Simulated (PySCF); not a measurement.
## `N#CC1=NC=C(N(C)C)S1`, C$_{6}$H$_{7}$N$_{3}$S

Geometry (Å), atoms numbered from 1 in this order:
```xyz
17

C    -1.415    1.802    0.253
N    -1.195    0.641   -0.572
C    -2.289   -0.262   -0.829
C     0.068    0.176   -0.754
C     0.482   -1.037   -1.307
N     1.815   -1.210   -1.399
C     2.477   -0.194   -0.924
C     3.889   -0.075   -0.873
N     5.041    0.054   -0.816
S     1.464    1.102   -0.305
H    -0.719    2.608   -0.032
H    -1.279    1.596    1.332
H    -2.435    2.175    0.094
H    -2.185   -0.713   -1.828
H    -2.352   -1.078   -0.085
H    -3.231    0.301   -0.812
H    -0.191   -1.821   -1.651
```

Computed, not measured: PySCF 2.14.0, quadratic response CAM-B3LYP/aug-cc-pVDZ first hyperpolarisability, Taylor convention, gas phase. Geometry: PBE0-D3(BJ)/def2-SVP.

Problem. What is the first hyperpolarisability, and how does it disperse?

Solution. In 10⁻³⁰ esu, Taylor convention; the vector part is βᵢ = ⅓ Σⱼ (βᵢⱼⱼ + βⱼᵢⱼ + βⱼⱼᵢ); β∥ is 3/5 of the vector part along the dipole, the dipole points from − to +:
| process | λ (nm) | β vector norm | β∥ | β HRS | depolarisation ratio |
| --- | --- | --- | --- | --- | --- |
| static β(0;0,0) | ∞ | 7.88 | 4.52 | 3.73 | 3.51 |
| second harmonic β(−2ω;ω,ω) | 1907 | 8.95 | 5.14 | 4.21 | 3.58 |
| Pockels β(−ω;ω,0) | 1907 | 8.21 | 4.71 | – | – |
| second harmonic β(−2ω;ω,ω) | 1064 | 12.45 | 7.19 | 5.76 | 3.77 |
| Pockels β(−ω;ω,0) | 1064 | 9.04 | 5.19 | – | – |

Problem. Which lowest excitations, dipole and polarisabilities go with it?

Solution. S1 4.18 eV (f = 0.378); S2 4.90 eV (f = 0.005); S3 5.10 eV (f = 0.025); dipole 8.42 D; isotropic α 119.8 au static, 120.5 au at 1907 nm, 122.1 au at 1064 nm, 122.7 au at 953.5 nm, 131.1 au at 532 nm.
